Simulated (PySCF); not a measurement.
Computed shifts of a molecule C4H5ClSi, B3LYP/pcSseg-1 (PySCF), GIAO, gas phase, atoms alike by connectivity averaged where their shifts nearly agree, in ppm (number of nuclei): ¹³C: 165.7 (1), 163.6 (1), 138.2 (1), 126.3 (1). ²⁹Si: -41.3 (1). ¹H: 7.09 (1), 6.59 (1), 6.17 (1), 4.88 (2). References: ³⁵Cl against HCl (σ = 933.3 ppm); ¹³C against TMS (σ = 181.3 ppm); ²⁹Si against TMS (σ = 338.7 ppm); ¹H against TMS (σ = 31.68 ppm), references at their B3LYP-D3(BJ)/def2-TZVP geometries, non-relativistic (without spin–orbit terms, shifts of atoms bonded to Cl or Br come out too high). Coordinates come from a B3LYP-D3(BJ)/def2-SVP optimisation. The values are those of a single conformer.

Task: Identify the compound among the candidates.
(A) ClC1=C[SiH2]C=C1
(B) C#C[SiH2]/C=C/Cl
(C) [SiH3]C#C/C=C\Cl
(D) C#C/C=C\[SiH2]Cl

Result: A, ClC1=C[SiH2]C=C1
